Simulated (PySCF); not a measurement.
PySCF input file for Mo(O)(S)(Cl)(SH) (ClHMoOS2), SMILES [SH][Mo](=[S])(=[O])[Cl], multiplicity 1, TDA-PBE0/def2-SVPD. Geometry optimised at B3LYP-D3(BJ)/def2-SVP. The spin state was assumed, not searched. The structure was generated by enumeration; whether it is a known compound was not checked. The def2 effective core potentials stand for the cores of Mo; spin–orbit coupling is left out. The values are those of a single conformer.

```python
import numpy as np
from pyscf import gto, scf, dft, tdscf

mol = gto.M(
    atom='''
    Mo    0.18397919    0.06101476   -0.14530017
    O     1.28106675    0.29171044   -1.38564840
    S     1.22005548   -0.33120455    1.66122601
    Cl   -1.15827061    1.88235153    0.10853075
    S    -1.02415079   -1.84128822   -0.73531284
    H    -1.41953462   -2.13639481    0.52816083
    ''',
    basis='def2-SVPD',
    ecp={'Mo': 'def2-svp'},
    charge=0,
    spin=0,
    max_memory=1600,
    verbose=4,
)
mf = dft.RKS(mol, xc='pbe0').density_fit(auxbasis='def2-universal-jkfit')
mf.grids.level = 3
mf.conv_tol = 1e-9
mf.max_cycle = 100
mf.kernel()
mf.grids = dft.Grids(mol).set(level=1).build(with_non0tab=True)  # coarser grid for the response kernel
td = tdscf.TDA(mf)
td.singlet = True
td.nstates = 10
td.conv_tol = 1e-4
td.positive_eig_threshold = 1e-6
td.kernel(x0=td.get_init_guess(mf, 15))
td.analyze()
tt = tdscf.TDA(mf)
tt.singlet = False
tt.nstates = 4
tt.conv_tol = 1e-4
tt.positive_eig_threshold = 1e-6
tt.kernel(x0=tt.get_init_guess(mf, 9))
tt.analyze(verbose=3)
```

Output:

```
PySCF version 2.14.0

[INPUT] verbose = 4
[INPUT] num. atoms = 6
[INPUT] num. electrons = 72
[INPUT] charge = 0
[INPUT] spin (= nelec alpha-beta = 2S) = 0
[INPUT] symmetry False subgroup None
[INPUT] Mole.unit = angstrom
[INPUT] Symbol           X                Y                Z      unit          X                Y                Z       unit  Magmom
[INPUT]  1 Mo     0.183979190000   0.061014760000  -0.145300170000 AA    0.347670281719   0.115301185956  -0.274577527153 Bohr   0.0
[INPUT]  2 O      1.281066750000   0.291710440000  -1.385648400000 AA    2.420865304787   0.551252839276  -2.618495980942 Bohr   0.0
[INPUT]  3 S      1.220055480000  -0.331204550000   1.661226010000 AA    2.305570713975  -0.625885890710   3.139262189904 Bohr   0.0
[INPUT]  4 Cl    -1.158270610000   1.882351530000   0.108530750000 AA   -2.188814231033   3.557128861856   0.205093393594 Bohr   0.0
[INPUT]  5 S     -1.024150790000  -1.841288220000  -0.735312840000 AA   -1.935364503357  -3.479530452188  -1.389539883476 Bohr   0.0
[INPUT]  6 H     -1.419534620000  -2.136394810000   0.528160830000 AA   -2.682531656139  -4.037201084842   0.998079318423 Bohr   0.0

nuclear repulsion = 392.238706448372
number of shells = 58
number of NR pGTOs = 238
number of NR cGTOs = 146
basis = def2-SVPD
ecp = {'Mo': 'def2-svp'}


******** <class 'pyscf.df.df_jk.DFRKS'> ********
method = DFRKS
initial guess = minao
damping factor = 0
level_shift factor = 0
DIIS = <class 'pyscf.scf.diis.CDIIS'>
diis_start_cycle = 1
diis_space = 8
diis_damp = 0
SCF conv_tol = 1e-09
SCF conv_tol_grad = None
SCF max_cycles = 100
direct_scf = False
XC library pyscf.dft.libxc version 7.1.2
    S. Lehtola, C. Steigemann, M. J. T. Oliveira, and M. A. L. Marques,  SoftwareX 7, 1–5 (2018)
XC functionals = pbe0
    C. Adamo and V. Barone,  J. Chem. Phys. 110, 6158 (1999)
    M. Ernzerhof and G. E. Scuseria,  J. Chem. Phys. 110, 5029 (1999)
radial grids:
    Treutler-Ahlrichs [JCP 102, 346 (1995); DOI:10.1063/1.469408] (M4) radial grids

becke partition: Becke, JCP 88, 2547 (1988); DOI:10.1063/1.454033
pruning grids: <function nwchem_prune>
grids dens level: 3
symmetrized grids: False
atomic radii adjust function: <function treutler_atomic_radii_adjust>
small_rho_cutoff = 0
Set gradient conv threshold to 3.16228e-05
Initial guess from minao.
tot grids = 102968
******** <class 'pyscf.df.df.DF'> ********
auxbasis = def2-universal-jkfit
init E= -1392.18160271498
  HOMO = -0.491638880725363  LUMO = -0.377724588966072  gap/eV = 3.09977
cycle= 1 E= -1399.61017451923  delta_E= -7.43  |g|= 0.958  |ddm|= 4.22
  HOMO = -0.182728454556874  LUMO = -0.123823809229883  gap/eV = 1.60288
cycle= 2 E= -1396.70419656236  delta_E= 2.91  |g|= 3.56  |ddm|=  3.2
  HOMO = -0.254774706371697  LUMO = -0.0902037042699468  gap/eV = 4.47821
cycle= 3 E= -1399.74728249105  delta_E= -3.04  |g|= 0.528  |ddm|= 2.69
  HOMO = -0.302467618815939  LUMO = -0.174025485376993  gap/eV = 3.49509
cycle= 4 E= -1399.70060900419  delta_E= 0.0467  |g|= 0.687  |ddm|= 1.16
  HOMO = -0.313251043721898  LUMO = -0.152397382107423  gap/eV = 4.37705
cycle= 5 E= -1399.81624586712  delta_E= -0.116  |g|= 0.146  |ddm|= 0.739
  HOMO = -0.302267198306714  LUMO = -0.146598916269009  gap/eV = 4.23595
cycle= 6 E= -1399.82120188541  delta_E= -0.00496  |g|= 0.0672  |ddm|= 0.263
  HOMO = -0.305330212613316  LUMO = -0.144988051062108  gap/eV = 4.36313
cycle= 7 E= -1399.82270818778  delta_E= -0.00151  |g|= 0.00974  |ddm|= 0.102
  HOMO = -0.304976524891062  LUMO = -0.144421321235709  gap/eV = 4.36893
cycle= 8 E= -1399.82273290691  delta_E= -2.47e-05  |g|= 0.00285  |ddm|= 0.0136
  HOMO = -0.305289931191093  LUMO = -0.14455887678995  gap/eV = 4.37371
cycle= 9 E= -1399.82273483967  delta_E= -1.93e-06  |g|= 0.0011  |ddm|= 0.00477
  HOMO = -0.305260411444753  LUMO = -0.144545967170468  gap/eV = 4.37326
cycle= 10 E= -1399.82273509958  delta_E= -2.6e-07  |g|= 0.00068  |ddm|= 0.00222
  HOMO = -0.305268234468574  LUMO = -0.144552971885941  gap/eV = 4.37329
cycle= 11 E= -1399.82273523481  delta_E= -1.35e-07  |g|= 9.24e-05  |ddm|= 0.000927
  HOMO = -0.30526407834999  LUMO = -0.14455369230752  gap/eV = 4.37315
cycle= 12 E= -1399.82273523722  delta_E= -2.4e-09  |g|= 3.18e-05  |ddm|= 0.000148
  HOMO = -0.305264263892229  LUMO = -0.144552904443741  gap/eV = 4.37318
cycle= 13 E= -1399.82273523755  delta_E= -3.32e-10  |g|= 6.53e-06  |ddm|= 5.63e-05
  HOMO = -0.305264669002924  LUMO = -0.144551745832068  gap/eV = 4.37322
Extra cycle  E= -1399.82273523747  delta_E= 7.62e-11  |g|= 1.91e-05  |ddm|= 2.82e-05
converged SCF energy = -1399.82273523747
tot grids = 34776
Overwritten attributes  positive_eig_threshold  of <class 'pyscf.tdscf.rks.TDA'>


******** <class 'pyscf.tdscf.rks.TDA'> for <class 'pyscf.df.df_jk.DFRKS'> ********
nstates = 10 singlet
deg_eia_thresh = 1.000e-03
wfnsym = None
conv_tol = 0.0001
eigh lindep = 1e-12
eigh level_shift = 0
eigh max_cycle = 100


Excitation energies (eV)
[2.87110953 3.0295325  3.33785653 3.6301224  4.07309804 4.13169649
 4.22705465 4.37742084 4.50940121 4.62192482]

** Singlet excitation energies and oscillator strengths **
Excited State   1:      2.87111 eV    431.83 nm  f=0.0001
      35 -> 37        0.29955
      35 -> 38        0.28530
      36 -> 37       -0.21247
      36 -> 38       -0.52643
Excited State   2:      3.02953 eV    409.25 nm  f=0.0023
      35 -> 37       -0.33187
      36 -> 37        0.44401
      36 -> 38       -0.41671
Excited State   3:      3.33786 eV    371.45 nm  f=0.0355
      34 -> 37        0.25856
      35 -> 37       -0.48825
      35 -> 38        0.19562
      36 -> 37       -0.35291
Excited State   4:      3.63012 eV    341.54 nm  f=0.0189
      34 -> 38        0.24706
      35 -> 38        0.53645
      36 -> 37        0.22866
      36 -> 38        0.20077
Excited State   5:      4.07310 eV    304.40 nm  f=0.0090
      32 -> 37        0.12111
      33 -> 37        0.23193
      34 -> 37        0.54308
      34 -> 38        0.14596
      35 -> 37        0.11371
      35 -> 39       -0.18328
      36 -> 39       -0.18937
Excited State   6:      4.13170 eV    300.08 nm  f=0.0000
      35 -> 39       -0.31089
      36 -> 39        0.61922
Excited State   7:      4.22705 eV    293.31 nm  f=0.0100
      33 -> 37        0.22685
      33 -> 38        0.15017
      34 -> 38        0.50727
      35 -> 39        0.29089
      36 -> 39        0.17520
Excited State   8:      4.37742 eV    283.24 nm  f=0.0192
      32 -> 37        0.34223
      33 -> 37       -0.22703
      34 -> 37        0.20862
      34 -> 38       -0.11075
      35 -> 39        0.44930
      36 -> 39        0.15975
Excited State   9:      4.50940 eV    274.95 nm  f=0.0025
      30 -> 38       -0.11000
      31 -> 38       -0.11226
      32 -> 37       -0.20914
      33 -> 38       -0.61288
Excited State  10:      4.62192 eV    268.25 nm  f=0.0232
      32 -> 37        0.50608
      32 -> 38        0.16142
      33 -> 37        0.20850
      33 -> 38       -0.18630
      34 -> 37       -0.15777
      35 -> 37       -0.10491
      36 -> 40        0.19593

** Transition electric dipole moments (AU) **
state          X           Y           Z        Dip. S.      Osc.
  1         0.0034      0.0183      0.0361      0.0017      0.0001
  2        -0.0662      0.0062     -0.1624      0.0308      0.0023
  3         0.1556      0.6058      0.2056      0.4335      0.0355
  4        -0.2973      0.0675     -0.3465      0.2130      0.0189
  5        -0.0702     -0.2771     -0.0919      0.0901      0.0090
  6        -0.0075      0.0098      0.0001      0.0002      0.0000
  7         0.1710      0.1971      0.1681      0.0963      0.0100
  8        -0.1713     -0.3465     -0.1722      0.1791      0.0192
  9        -0.0862     -0.0962     -0.0797      0.0230      0.0025
 10         0.1964      0.3714      0.1696      0.2053      0.0232

WARN: ECP detected. Skipping calculation of transition velocity and magnetic dipole moments, which have not yet been implemented.



******** <class 'pyscf.tdscf.rks.TDA'> for <class 'pyscf.df.df_jk.DFRKS'> ********
nstates = 4 triplet
deg_eia_thresh = 1.000e-03
wfnsym = None
conv_tol = 0.0001
eigh lindep = 1e-12
eigh level_shift = 0
eigh max_cycle = 100


Excitation energies (eV)
[2.44323907 2.5043674  2.66429557 2.6978472 ]

** Triplet excitation energies and oscillator strengths **
Excited State   1:      2.44324 eV    507.46 nm  f=0.0000
Excited State   2:      2.50437 eV    495.07 nm  f=0.0000
Excited State   3:      2.66430 eV    465.35 nm  f=0.0000
Excited State   4:      2.69785 eV    459.57 nm  f=0.0000
```

The run converged.
